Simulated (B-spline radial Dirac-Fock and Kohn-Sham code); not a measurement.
## Auger parameter of dysprosium: the L3 level and its strongest L3-MM line

The computed values come from a radial finite-basis atomic code: Dirac-Fock energy differences between relaxed states, corrected for Breit and QED terms. The modified Auger parameter α′ is the binding energy plus the kinetic energy of the Auger electron; it does not depend on the energy zero. For free ions it tends to fall with charge, since less charge screens the final holes.

```tsv
species	configuration	binding 2p3/2 (eV)	Auger line	kinetic (eV)	α′ (eV)
Dy	[Xe] 4f10 6s2	7792.0	M4M5 J=4	5097.6	12889.7
Dy	[Xe] 4f9 6s2 6p1	7804.5	M4M5 J=4	5081.1	12885.5
Dy	[Xe] 4f12	7776.8	M4M5 J=4	5123.4	12900.2
Dy⁺	[Xe] 4f10 6s1	7799.1	M4M5 J=4	5089.2	12888.3
Dy⁺ (Watson 2.4 Å)	[Xe] 4f10 6s1	7793.3	M4M5 J=4	5095.2	12888.5
Dy⁺ (Watson 2.7 Å)	[Xe] 4f10 6s1	7793.9	M4M5 J=4	5094.5	12888.4
Dy²⁺	[Xe] 4f10	7807.2	M4M5 J=4	5080.0	12887.2
Dy²⁺ (Watson 1.8 Å)	[Xe] 4f10	7791.3	M4M5 J=4	5096.0	12887.3
Dy³⁺	[Xe] 4f9	7828.4	M4M5 J=4	5053.8	12882.2
Dy³⁺ (Watson 2.4 Å)	[Xe] 4f9	7810.4	M4M5 J=4	5071.8	12882.2
Dy⁴⁺	[Xe] 4f8	7852.3	M4M5 J=4	5025.0	12877.3
Dy⁵⁺	[Kr] 4d10 4f8 5s2 5p5	7870.6	M4M5 J=4	5006.2	12876.8
Dy⁶⁺	[Kr] 4d10 4f8 5s2 5p4	7889.7	M4M5 J=4	4986.7	12876.4
Dy⁷⁺	[Kr] 4d10 4f9 5s2 5p2	7901.8	M4M5 J=4	4978.5	12880.3
```
